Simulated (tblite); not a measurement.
Species: C₇H₆ClS (doublet state).
Cartesian coordinates in Å at the GFN2-xTB level; atoms count from 1:
```
atom  x, y, z in Å
C1    -2.1274    0.9549   -0.5747
C2    -1.8281   -0.2258    0.2819
Cl3   -3.2150   -1.0218    0.9501
C4    -0.6188   -0.7243    0.5734
C5     0.6535   -0.2405    0.1382
C6     1.8725   -0.7525    0.5188
C7     2.9813   -0.1039   -0.0772
C8     2.5590    0.8248   -0.9560
S9     0.8820    1.0643   -1.0138
H10   -1.5520    1.8191   -0.2420
H11   -3.1851    1.1992   -0.5347
H12   -1.8536    0.7533   -1.6109
H13   -0.5570   -1.5979    1.2101
H14    1.9792   -1.5763    1.2030
H15    4.0052   -0.3646    0.1119
```

Computed values, GFN2-xTB/tblite, gas phase, harmonic and unscaled. Against measured fundamentals such values can be off by several per cent, at times by over 20. One conformer, not necessarily the lowest. Open shells enter through the occupations alone, without spin polarisation, and single modes of such species can be off by tens of per cent.

Harmonic wavenumbers (cm⁻¹): 46.8, 93.5, 132.1, 177.1, 231.0, 243.9, 293.5, 358.4, 405.9, 438.2, 498.9, 564.8, 651.2, 706.1, 733.2, 754.3, 820.4, 838.5, 844.7, 996.9, 1022.7, 1053.3, 1088.3, 1149.3, 1208.9, 1259.6, 1296.5, 1391.1, 1401.5, 1456.6, 1458.2, 1532.5, 1629.6, 2989.9, 3004.5, 3055.0, 3056.8, 3113.1, 3146.6.

A = 3331, B = 629.4, C = 531.5 MHz; mass 156.988 u (most abundant isotopes); point group C1, symmetry number 1; spin multiplicity 2.

Question: Zero-point energy?

Answer: ½Σν̃ = 22572 cm⁻¹ = 64.54 kcal/mol.

Question: Give the ideal-gas entropy at 400 K and 1 bar in the rigid-rotor, harmonic-oscillator model (classical rotation).

Answer: Translation 42.55, rotation 30.92, vibration 34.47, spin (R ln 2) 1.38: S = 109.3 cal/(mol K).

Question: And Cp and H(400 K) − H(0)?

Answer: Cp = 43.41 cal/(mol K), of which vibrations give 35.46 (their classical limit is 39 R = 77.5); H(400 K) − H(0) = 10.47 kcal/mol without the zero-point energy, 7.29 from vibrations.

Question: What must be added to the electronic energy to get the Gibbs energy at 400 K and 1 bar?

Answer: ZPE + [H(400 K) − H(0)] − T·S = 64.54 + 10.47 − 43.73 = 31.28 kcal/mol.

Question: Which modes carry the vibrational entropy at 400 K?

Answer: 46.8 cm⁻¹: 5.53; 93.5 cm⁻¹: 4.16; 132.1 cm⁻¹: 3.48; 177.1 cm⁻¹: 2.92; 231.0 cm⁻¹: 2.41; 243.9 cm⁻¹: 2.31 cal/(mol K); the other 33 give 13.66 together.

Hindered rotation and anharmonicity are outside this model. Other conformers, if any are populated, would add a mixing term that is left out.

Time: 0.65 s wall. Hardware: one thread of an Arm Neoverse V1, no GPU, shared host. This covers the Hessian and the dipole derivatives.
